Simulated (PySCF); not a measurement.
C₇H₄F₂.
SMILES: `Fc1cc(F)c2c(c1)C2`

The closed-shell ground state was solved at several levels (PySCF, density fitting, gas phase, non-relativistic). Isolated species at its PBE0-D3(BJ)/def2-SVP geometry, gas phase.

| level | basis functions | total energy (Eh) | HOMO (eV) | LUMO (eV) | gap (eV) | dipole (D) |
| --- | --- | --- | --- | --- | --- | --- |
| CAM-B3LYP/def2-SVPD | 218 | -468.2138 | -8.44 | 0.32 | 8.76 | 1.77 |
| B3LYP/pcJ-1 | 283 | -468.7378 | -6.98 | -0.87 | 6.11 | 1.61 |

(1) What might PBE0/pcSseg-1 (173 basis functions) give for the same quantities?

(2) Over all these levels, which gives the widest orbital gap and which the narrowest?

(3) How far do the dipole and the HOMO energy spread over the levels?

## Answers

(1) Total energy -468.1791 Eh, HOMO -7.22 eV, LUMO -0.70 eV, gap 6.52 eV, dipole 1.59 D.

(2) CAM-B3LYP/def2-SVPD (range-separated hybrid) has the widest, 8.76 eV, and B3LYP/pcJ-1 (global hybrid, 20 % exact exchange) the narrowest, 6.11 eV. Functional and basis both differ between the two, so the spread mixes both effects.

(3) The dipole runs from 1.59 to 1.77 D (mean 1.66 D) and the HOMO from -8.44 to -6.98 eV.
